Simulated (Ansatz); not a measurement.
Isolated molecules relaxed with PBE0-D4/def2-TZVP in Ansatz; ΔE leaves out vibrations. CCSD(T)/CBS adds triple-zeta CCSD(T) − MP2 to the extrapolated MP2 energy (def2 sets, frozen cores). DFT in def2-TZVPP. One conformer a species, not always the lowest.

`[SiH3]OC1=CC1` → `C#C[SiH2]CO`  (isomerisation)

`[SiH3]OC1=CC1`:

```xyz
11

Si   -0.590    0.367   -1.831
O     0.462    0.930   -0.659
C     0.548    0.343    0.525
C     1.077    0.290    1.694
C     0.022   -0.764    1.356
H    -0.254   -1.031   -2.193
H    -1.988    0.437   -1.341
H    -0.383    1.277   -2.978
H     1.746    0.636    2.461
H     0.334   -1.793    1.162
H    -0.973   -0.690    1.804
```

`C#C[SiH2]CO`:

Cartesian coordinates in Å:
```
C 1.394 -1.379 -1.620
C 0.956 -0.388 -1.087
Si 0.222 1.043 -0.213
C -0.771 0.305 1.215
O -1.640 -0.723 0.769
H 1.791 -2.243 -2.101
H 1.307 1.937 0.269
H -0.651 1.775 -1.164
H -0.090 -0.050 2.002
H -1.399 1.076 1.669
H -1.120 -1.354 0.260
```

```json
{"level": "r2SCAN", "ΔE (kcal/mol)": "-1.1"}
{"level": "SCS-MP2/def2-QZVPP", "ΔE (kcal/mol)": "-5.7"}
```

Task: What does CCSD(T)/CBS give? (An estimate is asked.)

Result: Computed: -6.2 kcal/mol. The listed levels differ from it by 5.1, 0.5 kcal/mol.

Largest T1 diagnostic among the species: 0.012.

From PBE to PBE0 (25 % exact exchange), in def2-TZVPP and without D4, ΔE moves by +0.9 kcal/mol.
